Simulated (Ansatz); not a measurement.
Program: Ansatz. Geometries: PBE0-D4/def2-TZVP. ΔE: electronic, gas phase. CBS: MP2 limit from def2 TZ/QZ plus the TZ coupled-cluster correction, frozen cores. DFT in def2-TZVPP. B3LYP here is the variant with VWN-RPA as its local correlation; programs differ in this. Each species was taken in one conformer, which may not be the lowest.

Reaction (formal exchange of groups at a C–C bond): `CC(C)CCS` + `C[SiH2]N` → `C[SiH](N)CS` + `CC(C)C`

| level | ΔE (eV) |
| --- | --- |
| B3LYP-D4 | -0.50 |
| PBE | -0.50 |

(1) What does CCSD(T)/CBS give? (Best estimate.)

Largest T1 diagnostic among the species: 0.010.

## Answers

(1) Ansatz gave: -0.46 eV. The listed levels differ from it by -0.04, -0.04 eV.
